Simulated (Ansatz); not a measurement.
`N[Si](Cl)(Cl)Cl` + `BrB1C[SiH2]1` → `Cl[Si](Cl)(Cl)Br` + `NB1C[SiH2]1` at 700 K and 1 bar (redistribution).

Calculated with Ansatz (gas phase, PBE0-D4/def2-TZVP geometries, no zero-point term in ΔE). CBS: MP2 limit from def2 TZ/QZ plus the TZ coupled-cluster correction, frozen cores. For Br outer-core shells are correlated without core-valence functions, which leaves a few kJ/mol of doubt a bond. Scalar relativity is left out up to krypton. Each species was taken in one conformer, which may not be the lowest.

```
           species  CCSD(T)/CBS energy (Eh)  H − E (kJ/mol)  S (J/(mol·K))
 `N[Si](Cl)(Cl)Cl`              -1724.51858           152.8          460.6
    `BrB1C[SiH2]1`              -2927.62200           185.3          419.4
`Cl[Si](Cl)(Cl)Br`              -4241.93609            78.4          440.1
     `NB1C[SiH2]1`               -410.22783           262.0          421.9
```

H − E and S are ideal-gas, rigid-rotor, harmonic terms from PBE0-D4/def2-TZVP, for one conformer and one mirror image of each species. 1 Eh = 2625.50 kJ/mol, R = 8.31446 J/(mol·K).

Problem. By hand: ΔE, ΔH, ΔS and ΔG.

Solution. ΔE = (-4241.93609) + (-410.22783) − (-1724.51858) − (-2927.62200) = -0.02334 Eh = -61.3 kJ/mol. Δ(H − E) = 78.4 + 262.0 − 152.8 − 185.3 = 2.3, so ΔH = -59.0 kJ/mol. ΔS = 440.1 + 421.9 − 460.6 − 419.4 = -18.0 J/(mol·K). ΔG = -59.0 − 700 × (-18.0)/1000 = -46.4 kJ/mol.

Problem. By hand: the equilibrium constant, and the temperature at which ΔG would vanish if ΔH and ΔS stayed fixed.

Solution. log₁₀ K = −ΔG/(RT ln 10) = 3.5. ΔG = 0 at ΔH/ΔS = 3278 K, far beyond where these terms or the molecules hold.

ΔH outweighs TΔS. A doubt of 5 kJ/mol in ΔE shifts log₁₀ K by 0.4 here. Other conformers and mirror images would add mixing entropy, several J/(mol·K) or more a flexible species. These are equilibria of isolated gas molecules and say nothing of rates. Largest T1 diagnostic: 0.013 (customary marks: 0.02 for closed shells, 0.045 for open ones).
